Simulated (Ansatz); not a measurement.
[Sm(H2O)6]3+ (SmO6H12³⁺): single points at one geometry.

```yaml
crystal:
  periodic: [false, false, false]
  atoms:
    - {symbol: Sm, position_ang: [0.004184, 0.001278, 0.004105]}
    - {symbol: O, position_ang: [0.172030, 0.194996, 2.394878]}
    - {symbol: H, position_ang: [0.141528, 1.015847, 2.941463]}
    - {symbol: H, position_ang: [0.292558, -0.526666, 3.056830]}
    - {symbol: O, position_ang: [-0.170769, -0.195349, -2.385542]}
    - {symbol: H, position_ang: [-0.288900, 0.526156, -3.047870]}
    - {symbol: H, position_ang: [-0.136637, -1.016565, -2.930872]}
    - {symbol: O, position_ang: [2.390686, 0.162372, -0.186839]}
    - {symbol: H, position_ang: [3.048680, 0.297297, 0.535289]}
    - {symbol: H, position_ang: [2.932574, 0.176563, -1.010431]}
    - {symbol: O, position_ang: [-2.383132, -0.160350, 0.187157]}
    - {symbol: H, position_ang: [-2.928616, -0.174226, 1.008483]}
    - {symbol: H, position_ang: [-3.037258, -0.299278, -0.537614]}
    - {symbol: O, position_ang: [-0.179784, 2.409452, -0.184230]}
    - {symbol: H, position_ang: [-1.001505, 2.957085, -0.175566]}
    - {symbol: H, position_ang: [0.541850, 3.073679, -0.297191]}
    - {symbol: O, position_ang: [0.171229, -2.408948, 0.183999]}
    - {symbol: H, position_ang: [-0.556431, -3.069027, 0.282302]}
    - {symbol: H, position_ang: [0.987703, -2.964325, 0.161649]}
basis:
  gaussian: {orbitals: def2-TZVP, initial_orbitals: start.molden}
total_charge: 3
magnetization: {spin_polarized: true, initial_magnetization: 5}
hamiltonian: {xc: {name: wB97M-V}}
scf: {omitted_lower_state_checks: [starts]}
output: {orbitals: {seedname: orbitals}}
```

The file start.molden holds the orbitals of an earlier run on this structure, at another level or in another basis.

```sh
$ ansatz run in.yaml --threads 4 --pin off --events-out ev --progress --plain --max-ram 9574MiB
```

Shortened log:

```
Functional definition: wB97M-V
basis functions trapped inside cores are left out: 1
2299 factors; their error is unknown
504 factors; integrals over basis functions are off by at most 8.9e-6 eV
mean field evaluation 1: about -30357.5810 eV, gradient 1.2e1 eV
mean field evaluation 2: about -30357.7006 eV, gradient 2.1e-1 eV
mean field evaluation 4: about -30357.7479 eV, gradient 1.2e-2 eV
mean field evaluation 8: about -30357.7479 eV, gradient 2.8e-3 eV
mean field -30357.74793984 eV, -1115.6266595684 hartree, gradient 5.5e-6 eV, S^2 8.756569; 0 other end points of the search recorded, 0 dependent functions left out
reference -30357.74802270 eV, -1115.6266626136 hartree; 48, 43 occupied and 302, 307 virtual orbitals, 2299 factors
Total energy: -30357.74802270 eV, -1115.6266626136 hartree
Checks for a lower state left out: starts
```

Run time 15 min (4 threads of Intel Xeon on a shared host), peak host memory 3 GiB.

The first input with `gaussian: {orbitals: def2-SVP, initial_orbitals: start.molden}`, `correlation: {method: mp2}` and without the key `hamiltonian` (abridged; 84 s):

```
Functional definition: HF
basis functions trapped inside cores are left out: 1
mean field evaluation 16: about -30236.6069 eV, gradient 1.5e-2 eV
mean field evaluation 32: about -30236.6068 eV, gradient 3.2e-1 eV
mean field -30236.60921077 eV, -1111.1748933858 hartree, gradient 2.1e-6 eV, S^2 8.754898
10 core orbitals not correlated: weight in the atoms' cores, before any rotation towards them, 1.000 or more for the frozen orbitals, at most 0.000 for the correlated occupied ones
second order -54.45638274 eV of doubles, -0.00000000 eV of singles
Total energy: -30291.06559351 eV, -1113.1761285396 hartree
Checks for a lower state left out: starts
```

Geometry: PBE-D4/def2-SVP.

In the def2 sets Sm takes a core potential; there is no spin–orbit coupling. Correlated methods freeze 10 core orbitals; core or outer-core shells of Sm are correlated, in sets that lack core-valence functions. With an open 4f shell the SCF may have ended on a state above the lowest.
